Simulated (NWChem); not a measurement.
## Setting up AlSiH5S2O (SMILES [SiH3][O][Al]([SH])[SH]) in NWChem

AlSiH5S2O has 10 atoms, charge 0, and is taken as a singlet. SMILES: `[SiH3][O][Al]([SH])[SH]`. The coordinates come from a PBE0-D4/def2-TZVP relaxation. This is one conformer, not always the lowest.

```xyz
10

Si    0.4910   -1.8040   -0.2135
O    -0.0281   -0.2752   -0.0263
Al   -0.3763    1.3519    0.1613
S    -2.4078    2.0047    0.5594
S     1.1850    2.8541    0.0139
H     1.9760   -1.8548   -0.1411
H     0.0546   -2.3261   -1.5348
H    -0.0732   -2.6636    0.8597
H    -2.8649    0.7400    0.5404
H     2.1267    1.9219   -0.2163
```

Settings wanted:

```
task                      : gradient
method                    : DFT
functional                : PBE0
basis set                 : def2-SVP
reference                 : RKS
integration grid          : fine
SCF convergence threshold : 1e-08
iteration cap             : 100
symmetry                  : none
module                    : dft
```

Problem. Write the NWChem 7.3.0 input and the command.

Solution. This one ran through:

alh5os2si.nw:
```
start alh5os2si
title "AlH5OS2Si"
memory total 2200 mb
charge 0

geometry units atomic noautosym nocenter noautoz
Si  0.92785553 -3.40906593 -0.40345653
O  -0.05310130 -0.52005263 -0.04969980
Al -0.71110394  2.55472075  0.30481282
S  -4.55008256  3.78833396  1.05711279
S   2.23932546  5.39346733  0.02626719
H   3.73409882 -3.50506402 -0.26664036
H   0.10317905 -4.39569194 -2.90035166
H  -0.13832795 -5.03347451  1.62459755
H  -5.41387637  1.39839733  1.02120800
H   4.01888055  3.63186464 -0.40874776
end

basis spherical bse
* library def2-SVP
end

dft
xc pbe0
grid fine
convergence energy 1e-08
maxiter 100
mulliken
end

task dft gradient
```

```bash
$ nwchem alh5os2si.nw > alh5os2si.out
```

Calculated total energy: -1405.64410 Eh, largest force 0.701 eV/Å.
